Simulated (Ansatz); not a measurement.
Diatomic AlW, multiplicity 8 (an upper state: multiplicity 6 came lower at CCSD(T)/def2-TZVPP on PBE0 minima). No spin–orbit coupling.

Constants: fifth-degree fit in 1/R to seven points, most abundant isotopes. In def2 and cc sets the state is the lowest found near the PBE0 minimum, followed along R.

Codes used: Ansatz (Gaussian basis) for Hartree–Fock, density functionals and correlated methods. Values without a source in brackets are computed. In def2 rows elements past Kr take small-core potentials, without spin–orbit coupling.

```json
[
 {"level": "PBE/def2-TZVPP", "r_e (Å)": "2.638", "ω_e (cm⁻¹)": "249", "α_e (cm⁻¹)": "0.00071", "B_e (cm⁻¹)": "0.103", "dipole (D)": "0.78"},
 {"level": "PBE0/def2-TZVPP", "r_e (Å)": "2.634", "ω_e (cm⁻¹)": "246", "α_e (cm⁻¹)": "0.00075", "B_e (cm⁻¹)": "0.103", "dipole (D)": "1.02"},
 {"level": "wB97X-V/def2-TZVPP", "r_e (Å)": "2.619", "ω_e (cm⁻¹)": "249", "α_e (cm⁻¹)": "0.00077", "B_e (cm⁻¹)": "0.104", "dipole (D)": "1.28"},
 {"level": "CCSD/def2-TZVPP", "r_e (Å)": "2.628", "ω_e (cm⁻¹)": "246", "α_e (cm⁻¹)": "0.00078", "B_e (cm⁻¹)": "0.104", "dipole (D)": "-"},
 {"level": "CCSD(T)/def2-TZVPP", "r_e (Å)": "2.612", "ω_e (cm⁻¹)": "258", "α_e (cm⁻¹)": "0.00073", "B_e (cm⁻¹)": "0.105", "dipole (D)": "-"}
]
```

Correlated levels freeze the inner cores; with def2 sets outer-core shells near the valence are correlated too.

Ansatz is an electronic-structure program.
